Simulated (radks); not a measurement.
The numbers below are computed, except where a source is named.
Question: The mean radii <r> (bohr) of the occupied orbitals of an atom or ion are listed with their occupations. Level of theory: scalar-relativistic Kohn-Sham, RPBE, spin-polarised, spherical densities, finite nucleus; Fermi nuclear charge, rms radius of each element as measured or else 0.836 A^(1/3) + 0.57 fm (a radial shooting solver on a logarithmic mesh with Libxc functionals).

orbital  occ.      <r>
1s up       1  0.03111
1s down     1  0.03111
2s up       1   0.1349
2s down     1   0.1349
2p up       3   0.1177
2p down     3   0.1177
3s up       1   0.3683
3s down     1   0.3683
3p up       3   0.3673
3p down     3   0.3673
3d up       5   0.3454
3d down     5   0.3454
4p up       3   0.9776
4p down     3   0.9766
4d up       5    1.240
4d down     5    1.227
5p up       2    3.110

Name the element and its charge. Open shells, if any, are filled with parallel spins first.

Answer: Z = 47, silver, charge +1: Ag+ in [Ar] 3d10 4p6 4d10 5p2. The 1s radius gives Z: for a bare nucleus <r> = (2 gamma + 1)/(2Z) with gamma = sqrt(1 - (Z/c)^2), 0.03062 bohr for Z = 47, and screening makes it slightly larger (0.03111 here). The occupations add up to 46, and the charge is Z minus that.
